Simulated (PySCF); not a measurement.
Vertical excitations of a molecule C4H7O2, multiplicity 2 from TDA-PBE/def2-SVPD (PySCF), as energy in eV (oscillator strength): 3.80 (0.001), 3.95 (0.008), 4.42 (0.007), 4.54 (0.013), 4.65 (0.033), 5.00 (0.006), 5.05 (0.011), 5.44 (0.005), 5.77 (0.015), 5.85 (0.026). Coordinates come from a B3LYP-D3(BJ)/def2-SVP optimisation. One conformer was computed; it need not be the lowest.

### Question
Which molecule gave these data?
A) [CH]1COCCO1
B) C[CH]OC(C)=O
C) [CH2]C(=O)OCC
D) [CH2]COC(C)=O

### Answer
A, [CH]1COCCO1
